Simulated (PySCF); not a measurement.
Compound: C₅H₇F₂S (doublet state).
Structure used (GFN2-xTB), in Å, numbered top down from 1:
```
atom  x, y, z in Å
C1     2.011   -0.765    0.334
S2     1.013   -0.516   -1.161
C3    -0.292    0.626   -0.397
C4     0.076    2.057   -0.495
C5    -1.315    0.042    0.095
C6    -1.948   -1.260    0.282
F7    -2.878   -1.508   -0.674
F8    -2.605   -1.330    1.474
H9     2.855   -1.379    0.036
H10    1.422   -1.283    1.085
H11    2.361    0.190    0.714
H12   -0.657    2.673    0.019
H13    0.120    2.344   -1.544
H14    1.060    2.224   -0.059
H15   -1.229   -2.106    0.269
```

The hyperfine couplings belong to this conformer and change with its torsions.

Identity: `CS/C(C)=[C]\C(F)F` [radical].

Method: PySCF, UKS B3LYP, pcH-1 on C F H S, non-relativistic, mean-field spin-orbit, GIAO. The structure is a single GFN2-xTB conformer in the gas phase; no vibrational or solvent corrections. The geometry wasn't refined by DFT: couplings that depend on bond lengths, twists or pyramidal angles can differ widely from those at the functional's own minimum. Stability of the SCF solution: not tested.

**Question.** Give the principal g shifts and their parts.

**Answer.** 
| Δg (ppt) | 1 | 2 | 3 |
| --- | --- | --- | --- |
| relativistic mass correction | -0.18 | -0.18 | -0.18 |
| gauge correction | 0.01 | 0.02 | 0.02 |
| orbital Zeeman/spin–orbit | -0.49 | 1.27 | 5.18 |
| total | -0.65 | 1.11 | 5.02 |

So g = 2.00166, 2.00343, 2.00734 and g_iso = 2.00414; the tensor is rhombic: the two nearest values differ by 31 % of g3 − g1. Axes: g3 points within 8° of the C1–S2 bond.

**Question.** How much does each term add to the isotropic shift?

**Answer.** The orbital-Zeeman/spin–orbit term 1.99, the mass correction -0.18 and the gauge correction 0.02 ppt, for a total of 1.83 ppt. The orbital-Zeeman/spin–orbit term is the largest in size. The mass correction is the same along every axis, so the anisotropy comes from the other two: their spans along these axes are 0.01 (gauge) and 5.67 ppt (orbital Zeeman/spin–orbit).

**Question.** What are the electron Larmor frequencies g μB B/h along the three axes at 340 mT?

**Answer.** 9.5254, 9.5338, 9.5524 GHz for g1, g2 and g3, a range of 27.0 MHz.

**Question.** At 94.195 GHz, how far is the centre of the isotropic spectrum from where a free electron (g = 2.002319) resonates?

**Answer.** B = hν/(g μB) with μB/h = 13.99624 MHz/mT gives 3361.11 mT for the free electron and 3358.05 mT at g_iso, 3.06 mT lower.

**Question.** In a frozen sample, at which fields do the three g values resonate at 9.5, 34, 94 and 263 GHz (hyperfine left aside), and which band first spreads them over more than twice a line width of 1.0 mT?

**Answer.** 
```
band    GHz  B(g3) mT  B(g2) mT  B(g1) mT  spread mT
   X    9.5    338.14    338.80    339.09       0.96
   Q   34.0   1210.17   1212.53   1213.60       3.43
   W   94.0   3345.76   3352.30   3355.25       9.49
   J  263.0   9361.01   9379.31   9387.56      26.55
```

The spread grows in proportion to the frequency. Q band is the first where it exceeds 2.0 mT.

The Mulliken spin populations are largest on C5 (+0.90), S2 (+0.20) and C3 (-0.16). The positive populations add up to 1.19 and the negative ones to -0.19, together 2S = 1.

The HOMO–LUMO gaps are 5.65 eV among the α and 3.61 eV among the β orbitals.
